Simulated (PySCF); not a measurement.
CBr4, singlet: structure and spectrum

Computed with B3LYP/[C def2-TZVP, Br def2-TZVP], no relativity, density fitting, PySCF.

The structure is a minimum.

Coordinates in bohr (charge 0 multiplicity 1):
```
C     0.0000    0.0000    0.0000
Br    2.1345    2.1345   -2.1345
Br   -2.1345   -2.1345   -2.1345
Br    2.1345   -2.1345    2.1345
Br   -2.1345    2.1345    2.1345
```

| Quantity | Value |
| --- | --- |
| Point group | Td |
| Bond lengths | C–Br 1.956 Å (×4) |
| Bond angles | Br–C–Br 109.5° (×6) |
| Principal polarisabilities | 92.1, 92.1, 92.1 bohr³ |
| Rotational constants | 0.02093, 0.02093, 0.02093 cm⁻¹ |
| Enthalpy at 298.15 K above 0 K | 20.53 kJ/mol |
| Heat capacity Cp at 298.15 K | 92.1 J/(mol K) |
| Zero-point energy | 17.7 kJ/mol |
| Entropy at 298.15 K and 1 bar | 358.7 J/(mol K) |
| Highest occupied level | -8.02 eV |
| Dipole moment | 0.00 D |
| Lowest empty level | -2.98 eV |
| Rotational symmetry number | 12 |
| Principal quadrupole moments (Buckingham, traceless) about the centre of mass | 0.00, 0.00, 0.00 D Å |
| Atomisation energy without zero-point energy | 1031 kJ/mol |

Harmonic modes (masses in u: C 12.000, Br 78.918):
| symmetry | ω (cm⁻¹) | IR (km/mol, summed over degenerate members) | μ (u) |
| --- | --- | --- | --- |
| e | 123 | 0.0 | 78.92 |
| t2 | 181 | 0.8 | 70.82 |
| a1 | 264 | 0.0 | 78.92 |
| t2 | 638 | 318 | 12.61 |

In Td the vibrations span e + 2t2 + a1. The a1, e modes carry no infrared intensity, as symmetry demands.

Charges (e):
```json
{"atom": "C1", "Mulliken": "-0.01", "Löwdin": "-1.16", "polar tensor": "1.10", "Mayer order to C1": "–"}
{"atom": "Br2,3,4,5", "Mulliken": "0.00", "Löwdin": "0.29", "polar tensor": "-0.28", "Mayer order to C1": "1.08"}
```

Mulliken populations on C1: s 3.27, p 2.51, d 0.22, f 0.01.

Outer orbital energies (eV). occupied: -9.44, -9.44, -8.81, -8.81, -8.81, -8.02, -8.02, -8.02; empty: -2.98, -1.17, -1.17, -1.17.

Counting electrons, carbon keeps none of its valence electrons outside its bonds, so the VSEPR class is AX4 and the expected shape is tetrahedral (Td), as computed.

The final relaxation and frequency run took 100 s on 4 threads of a shared Arm Neoverse V2 host, with 223 basis functions and 6 gradients; the process peaked at 2.9 GiB.
